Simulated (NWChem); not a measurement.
SiH3Cl; SMILES [SiH3]Cl

All runs: NWChem. Geometry: optimised at PBE-D3(BJ)/def2-SVP.

For level PBE0/def2-SVPD:

```
Item        Result
----------  ------
dipole (D)    1.43
```

What are these values for level PBE0/def2-TZVP?

dipole (D): 1.30
